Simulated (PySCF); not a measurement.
# Electronic structure of Fe⁻ (iron, charge -1) at the UHF level

Configuration: [Ar] 3d7 4s2, high-spin 4F determinant. Computed with PySCF 2.14 in aug-cc-pwCVTZ (10s9p7d4f3g, 127 functions), with the non-relativistic Hamiltonian (point nucleus).

```json
{
 "Total energy": "-1262.380524 hartree",
 "One-electron energy": "-1753.8763 hartree",
 "Hartree (Coulomb) energy": "546.0959 hartree",
 "Exchange energy": "-54.6002 hartree",
 "Kinetic energy": "1262.37824 hartree",
 "⟨S²⟩": "3.9798",
 "⟨L²⟩": "12.040",
 "Sum of ⟨r⟩": "27.75 bohr",
 "Sum of ⟨r²⟩": "91.34 bohr²",
 "Density at the nucleus (Gaussians lack the cusp)": "11800 bohr⁻³",
 "Spin density at the nucleus": "1.03 bohr⁻³",
 "Langevin diamagnetic susceptibility": "-72.3 ×10⁻⁶ cm³/mol"
}
```

```csv
shell,electrons,mean orbital energy (hartree),spread (hartree),"rms radius, mean of both spins (bohr)"
1s α,1,-261.00682,0,0.0684
1s β,1,-261.00663,0,0.0684
2s α,1,-31.58936,0,0.292
2s β,1,-31.50378,0,0.292
2p α,3,-27.06985,0,0.261
2p β,3,-26.98801,0,0.261
3s α,1,-3.91855,0,0.886
3s β,1,-3.66313,0,0.886
3p α,3,-2.53233,0,0.950
3p β,3,-2.22616,0,0.950
3d α,5,-0.27955,0.04888,1.40
3d β,2,-0.14886,0,1.40
4s α,1,-0.05383,0,5.92
4s β,1,0.00183,0,5.92
```

⟨S²⟩ = 3.98 against 3.75 shows spin contamination. At UHF the highest occupied level has a positive energy, so only the finite basis holds that electron.

Spin-orbit constants ζ (cm⁻¹) from the X2C one-electron operator on these orbitals (non-relativistic here): bare nucleus, nucleus screened by l(l+1)(2l+1)/3 electrons, and screened by the Breit-Pauli mean field of the electrons.

| shell | bare | screened nucleus | mean field |
| --- | --- | --- | --- |
| 2p | 67960 | 62730 | n/a |
| 3p | 7971 | 7358 | n/a |
| 3d | 694.0 | 427.1 | n/a |

To first order the Landé constant is A = -142.4 cm⁻¹, so the lowest level has J = 9/2 and lies 0.0794 eV below the centre of the term. This holds in LS coupling only.
